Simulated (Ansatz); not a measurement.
The pair A = SiH4 (SMILES [SiH4]) (first 5 atoms), B = H2S (SMILES S); geometry from B3LYP-D3(BJ)/def2-TZVP.
(charge 0, multiplicity 1):
```xyz
8

Si     0.03022    -0.04359    -0.28748
H     -0.70531     1.12782     0.23899
H     -0.11048    -0.07116    -1.76354
H     -0.54498    -1.28612     0.27250
H      1.46224     0.05876     0.06320
S      0.19928     0.05999     3.47285
H     -0.32057     1.29038     3.33843
H     -1.00446    -0.52493     3.36797
```

Frozen-core correlation. MP2 and its Hartree–Fock in aug-cc-pV(Q+d)Z are density fitted.

Programs: Ansatz (a quantum-chemistry and plane-wave program) with Gaussian orbitals. 

The counterpoise-corrected interaction energy is E(AB) − E(A in the pair's basis) − E(B in the pair's basis). Total energies (hartree):

```csv
level,AB,A in the pair's basis,B in the pair's basis
HF/aug-cc-pV(T+d)Z,-689.9785914,-291.2638439,-398.7158935
MP2/aug-cc-pV(T+d)Z,-690.3226502,-291.4095371,-398.9112743
HF/aug-cc-pV(Q+d)Z,-689.9856613,-291.2675930,-398.7192095
MP2/aug-cc-pV(Q+d)Z,-690.3514235,-291.4215494,-398.9278856
CCSD(T)/aug-cc-pV(T+d)Z,-690.3886044,-291.4429327,-398.9439329
```

**Question.** Work out the counterpoise-corrected interaction energy at the basis-set limit: extrapolate the MP2 correlation part as X⁻³, take Hartree–Fock from the larger set, and add the CCSD(T) − MP2 difference of aug-cc-pV(T+d)Z.

**Answer.** 
1. Differences (1 hartree = 627.509 kcal/mol): HF/aug-cc-pV(T+d)Z 0.719; MP2/aug-cc-pV(T+d)Z -1.154; HF/aug-cc-pV(Q+d)Z 0.716; MP2/aug-cc-pV(Q+d)Z -1.248; CCSD(T)/aug-cc-pV(T+d)Z -1.091.
2. Correlation parts, MP2 less HF: -1.873 in aug-cc-pV(T+d)Z (X = 3), -1.964 in aug-cc-pV(Q+d)Z (X = 4).
3. Limit (4³·(-1.964) − 3³·(-1.873))/(4³ − 3³) = -2.030; with HF/aug-cc-pV(Q+d)Z it gives -1.314.
4. CCSD(T) less MP2 in aug-cc-pV(T+d)Z: 0.063.
Result: -1.25 kcal/mol, against -1.15 at MP2/aug-cc-pV(T+d)Z. It is an estimate of this method's limit, not of the exact value.
